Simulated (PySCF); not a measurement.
CH6AlClSi.

```xyz
10

Al    -0.0317    -0.2175     0.3733
Cl     1.8301    -0.6062    -0.5705
C     -0.3967    -1.0653     2.0854
H      0.3788    -1.7906     2.3783
H     -1.3700    -1.5864     2.0758
H     -0.4651    -0.3057     2.8850
Si    -1.5230     1.3050    -0.8336
H     -2.8132     1.5362    -0.1075
H     -1.8567     0.7611    -2.1898
H     -0.8723     2.6394    -1.0395
```

Geometry: r2SCAN-D4/def2-SVP.

Calculation: PBE0/pcSseg-1 (PySCF). Non-relativistic, no solvent.

Computed absolute GIAO shielding of each atom: isotropic value and principal components (ppm):
| atom | σ(iso) | σ11 | σ22 | σ33 | span |
|---|---|---|---|---|---|
| Al1 | 279.6 | 146.3 | 319.7 | 372.9 | 226.5 |
| Cl2 | 821.6 | 593.0 | 909.2 | 962.6 | 369.6 |
| C3 | 184.2 | 168.9 | 184.2 | 199.5 | 30.7 |
| H4 | 31.0 | 26.3 | 28.9 | 37.9 | 11.6 |
| H5 | 31.2 | 27.6 | 28.5 | 37.6 | 10.1 |
| H6 | 31.3 | 27.8 | 28.3 | 37.7 | 9.9 |
| Si7 | 483.4 | 475.0 | 477.0 | 498.3 | 23.2 |
| H8 | 28.3 | 25.1 | 26.2 | 33.5 | 8.5 |
| H9 | 28.1 | 25.0 | 26.1 | 33.2 | 8.2 |
| H10 | 28.1 | 25.0 | 26.1 | 33.2 | 8.2 |
